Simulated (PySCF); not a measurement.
A species of formula C4H12FPSi2 has this rotational fingerprint, computed with PBE0/pcSseg-1 in PySCF (dipole) on a GFN2-xTB geometry, gas phase:

| Quantity | Value |
| --- | --- |
| Rotational constants | A = 1991, B = 556.4, C = 489.7 MHz |
| Dipole components | \|μa\| = 1.48 D, \|μb\| = 0.20 D, \|μc\| = 1.43 D |
| Inertial defect | -130.15 u·Å² |
| κ | -0.91 |

Question: Which structure is it? (One computed conformer of each.)
A. `[F:1][C@@H:2]1[CH2:3][C@@H:4]([SiH3:5])[Si@H:6]([PH2:7])[CH2:8]1` with C4–Si6–P7–H -41° and 52°, F1–C2–C3–C4 -67°, C2–C3–C4–Si5 -165°, C3–C4–Si6–P7 129°, C4–Si6–C8–C2 14°
B. `[F:1][C@H:2]1[CH2:3][C@H:4]([SiH2:5][SiH2:6][PH2:7])[CH2:8]1` with C3–C4–Si5–Si6 -54°, C4–Si5–Si6–P7 -176°, Si5–Si6–P7–H -48° and 45°, F1–C2–C3–C4 130°, C2–C3–C4–Si5 106°, C3–C4–C8–C2 12°, F1–C2–C8–C4 -130°
C. `[F:1][CH2:2][CH2:3]/[C:4](=[CH:5]/[SiH3:6])[SiH2:7][PH2:8]` with F1–C2–C3–C4 62°, C2–C3–C4–C5 -104°, C3–C4–Si7–P8 3°, C4–Si7–P8–H -108° and 160°
D. `[F:1][C@H:2]1[CH2:3][C@@H:4]([SiH2:5][SiH2:6][PH2:7])[CH2:8]1` with C3–C4–Si5–Si6 -67°, C4–Si5–Si6–P7 -23°, Si5–Si6–P7–H -160° and -68°, F1–C2–C3–C4 131°, C2–C3–C4–Si5 -135°, C3–C4–C8–C2 13°, F1–C2–C8–C4 -131°
E. `[CH3:1][CH2:2][C:3]1([CH2:4][F:5])[SiH2:6][PH:7][SiH2:8]1` with C1–C2–C3–C4 60°, C2–C3–C4–F5 175°
F. `[CH3:1][SiH2:2]/[CH:3]=[C:4](/[CH2:5][F:6])[SiH2:7][PH2:8]` with C1–Si2–C3–C4 168°, C3–C4–C5–F6 2°, C3–C4–Si7–P8 -93°, C4–Si7–P8–H 165° and 72°

Answer: D. It is F[C@H]1C[C@@H]([SiH2][SiH2]P)C1, a near-prolate asymmetric top, point group C1. The candidates at the same level (rigid rotor, commonest isotopes):

```tsv
SMILES	A (MHz)	B (MHz)	C (MHz)	μa (D)	μb (D)	μc (D)	Δ (u·Å²)	point group	rotor
F[C@H]1C[C@H]([SiH2][SiH2]P)C1	2414	491.3	442.2	0.40	1.79	0.00	-95.08	near Cs	near-prolate asymmetric top
F[C@@H]1C[C@@H]([SiH3])[Si@H](P)C1	1228	969.9	647.6	1.36	0.67	0.79	-152.08	C1	asymmetric top
CCC1(CF)[SiH2]P[SiH2]1	1528	931.1	848.4	2.68	0.06	0.49	-277.92	C1	asymmetric top
F[C@H]1C[C@@H]([SiH2][SiH2]P)C1	1991	556.4	489.7	1.48	0.20	1.43	-130.15	C1	near-prolate asymmetric top
C[SiH2]/C=C(/CF)[SiH2]P	1100	726.6	503.1	0.05	1.16	0.85	-150.51	C1	asymmetric top
FCC/C(=C/[SiH3])[SiH2]P	1253	760.4	521.4	0.73	0.69	0.51	-98.80	C1	asymmetric top
```

`CCC1(CF)[SiH2]P[SiH2]1` has C 73 % too high; `F[C@@H]1C[C@@H]([SiH3])[Si@H](P)C1` has B 74 % too high; `FCC/C(=C/[SiH3])[SiH2]P` has A 37 % too low; `C[SiH2]/C=C(/CF)[SiH2]P` has A 45 % too low; `F[C@H]1C[C@H]([SiH2][SiH2]P)C1` has A 21 % too high. No structure here is proved a minimum.
